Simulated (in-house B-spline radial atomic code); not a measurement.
wB97X excitations of neutral krypton

Method: wB97X. Computed with an all-electron radial atomic-structure program (B-spline basis): linear response of the closed shell [Ar] 3d10 4s2 4p6 with the functional's adiabatic kernel; non-relativistic, point nucleus, no spin-orbit coupling, no double excitations, S, P, D and F terms only; shells from n = 2 respond. Only terms of natural parity with L up to 3 were computed.

Without relativity these are model numbers for so heavy an element.

Command:
```bash
python run_td.py task.json out
```
Settings (radii: box in bohr, nucleus in fm):
```
Z                        36
electrons                36
configuration            [Ar] 3d10 4s2 4p6
hamiltonian              nr
method                   wb97x
box_radius               75
intervals                60
```

Time taken, with all properties: 2.6 s on 1 thread of Intel(R) Xeon(R) Platinum 8559C (Emerald Rapids), on a shared host.

The lowest states, in the order of their Tamm-Dancoff energies; the method's threshold (minus the highest occupied level) is 13.236 eV. Labels give the largest channel, * marks a mixed state, and oscillator strengths are full-response dipole values. Semilocal kernels can invert the small singlet-triplet splittings of Rydberg terms. Energies in eV:

```
     state  full response  Tamm-Dancoff  oscillator strength
4p → 5s 3P          9.847         9.855                    -
4p → 5s 1P          9.979         9.988                0.366
4p → 5p 3S         10.716        10.728                    -
4p → 5p 3D              ?             ?                    -
4p → 5p 1D              ?             ?                    -
4p → 5p 1S         11.288        11.311                    -
4p → 4d 3P         11.582        11.589                    -
4p → 4d 3F         11.659        11.670                    -
4p → 6s 3P         11.723        11.725                    -
4p → 6s 1P         11.737        11.739               0.0592
```

Question: Where does 4p → 5p 3D lie?

Answer: At 10.992 eV in full response, 10.998 eV in Tamm-Dancoff.

Question: Where does 4p → 5p 1D lie?

Answer: At 11.119 eV in full response, 11.122 eV in Tamm-Dancoff.

Question: How large is the singlet-triplet splitting of 4p → 5s (P terms) in Tamm-Dancoff?

Answer: 0.133 eV, from the unrounded values.

Question: What polarisabilities and dispersion coefficient does the method give?

Answer: Dipole 17.42 bohr³, quadrupole 103.9 bohr⁵, C6 135.9 hartree·bohr⁶ for two such species. Recommended dipole value: 16.78 ± 0.02 bohr³ (Schwerdtfeger and Nagle, table of static dipole polarizabilities (2023 update)), which includes relativity and correlation.
